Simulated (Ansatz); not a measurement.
def2 core potentials replace the inner electrons of Bi.

The numbers are results of frozen-core CCSD(T)/def2-TZVPP // PBE0-D3(BJ)/def2-SVP in Ansatz (an electronic-structure program), not measurements.

Ansatz 0.2 input:
```yaml
crystal:
  periodic: [false, false, false]
  atoms:
    - { symbol: C, position_ang: [1.2439, -0.050277, -0.206889] }
    - { symbol: Bi, position_ang: [-0.805747, -0.050904, -1.191116] }
    - { symbol: O, position_ang: [-1.455645, 1.648697, -0.152266] }
    - { symbol: O, position_ang: [-1.551932, -1.565947, 0.049019] }
    - { symbol: H, position_ang: [1.779265, -0.978807, -0.454554] }
    - { symbol: H, position_ang: [1.119581, 0.014042, 0.88505] }
    - { symbol: H, position_ang: [1.826265, 0.815454, -0.555469] }
    - { symbol: H, position_ang: [-1.027423, 1.716079, 0.710082] }
    - { symbol: H, position_ang: [-1.128264, -1.548338, 0.916044] }
basis:
  gaussian: { orbitals: def2-TZVPP }
correlation:
  method: ccsd_t
```

Output:

```
Functional definition: HF
1446 factors; integrals over basis functions are off by at most 1.1e-3 eV
mean field evaluation 1: about -10990.9102 eV, gradient 5.8e1 eV
mean field evaluation 2: about -10990.9479 eV, gradient 5.8e1 eV
mean field evaluation 4: about -10997.3812 eV, gradient 4.3e0 eV
mean field evaluation 8: about -10997.4665 eV, gradient 5.5e-1 eV
mean field evaluation 16: about -10990.9102 eV, gradient 5.8e1 eV
mean field -10997.46793379 eV, -404.1494922154 hartree, gradient 1.3e-6 eV, S^2 0.000000; 0 other end points of the search recorded, 0 dependent functions left out
7 core orbitals not correlated
reference -10997.46793379 eV, -404.1494922154 hartree; 18, 18 occupied and 188, 188 virtual orbitals, 1446 factors
second order -30.44975999 eV of doubles, -0.00000000 eV of singles
cycle   1  -29.02418334 eV  change     1.4e0 eV  update   1.4e-1
cycle   2  -29.79374270 eV  change   -7.7e-1 eV  update   4.8e-2
cycle   3  -29.98808330 eV  change   -1.9e-1 eV  update   2.4e-2
cycle   4  -29.97218620 eV  change    1.6e-2 eV  update   7.5e-3
cycle   5  -29.96390154 eV  change    8.3e-3 eV  update   3.3e-3
cycle   6  -29.96650956 eV  change   -2.6e-3 eV  update   1.3e-3
cycle   7  -29.96643375 eV  change    7.6e-5 eV  update   4.7e-4
cycle   8  -29.96592890 eV  change    5.0e-4 eV  update   1.4e-4
cycle   9  -29.96599255 eV  change   -6.4e-5 eV  update   5.5e-5
cycle  10  -29.96602794 eV  change   -3.5e-5 eV  update   2.0e-5
perturbative correction -1.05352005 eV, -0.0387161476 hartree
Total energy: -11028.48748178 eV, -405.2894395782 hartree
```

Cost: about 7 core-minutes (a rough figure).
